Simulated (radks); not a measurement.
Task: Species: Ce2+. Configuration: [Xe] 4f2 (the NIST ground configuration). All-electron calculation, Dirac Kohn-Sham, PBE, spin-unpolarised, spherical densities, finite nucleus; open shells fill j = l - 1/2 first; Fermi nuclear charge, rms radius 4.8771 fm. Program: a radial shooting solver on a logarithmic mesh with Libxc functionals. Some entries of the table are withheld. Estimate them.

orbital  occ.  eigenvalue (eV)  <1/r> (bohr^-1)  r(max) (bohr)
1s1/2       2        -40237.81            63.34        0.01574
2s1/2       2        -6444.925            14.93        0.08922
2p1/2       2        -6085.628            14.92        0.06798
2p3/2       4        -5638.988            13.51        0.07323
3s1/2       2        -1391.383            5.390         0.2548
3p1/2       2        -1239.173            5.303         0.2415
3p3/2       4        -1151.376            4.952         0.2529
3d3/2       4        -885.2372              (1)            (2)
3d5/2       6        -866.3763              (3)            (4)
4s1/2       2        -285.9675            2.228         0.5939
4p1/2       2        -229.5166            2.123         0.6034
4p3/2       4        -210.7984            2.008         0.6279
4d3/2       4        -118.2405            1.785         0.6497
4d5/2       6        -114.9855            1.756         0.6578
5s1/2       2         -49.9351           0.8584          1.390
5p1/2       2         -34.9826              (5)          1.527
5p3/2       4         -32.4039              (6)          1.596
4f5/2       2         -13.0407              (7)            (8)
4f7/2       0         -12.7523              (9)           (10)

Result: 
(1) 3d3/2 <1/r> (bohr^-1): 4.818
(2) 3d3/2 r(max) (bohr): 0.2033
(3) 3d5/2 <1/r> (bohr^-1): 4.729
(4) 3d5/2 r(max) (bohr): 0.2065
(5) 5p1/2 <1/r> (bohr^-1): 0.7545
(6) 5p3/2 <1/r> (bohr^-1): 0.7151
(7) 4f5/2 <1/r> (bohr^-1): 1.134
(8) 4f5/2 r(max) (bohr): 0.7243
(9) 4f7/2 <1/r> (bohr^-1): 1.121
(10) 4f7/2 r(max) (bohr): 0.7297
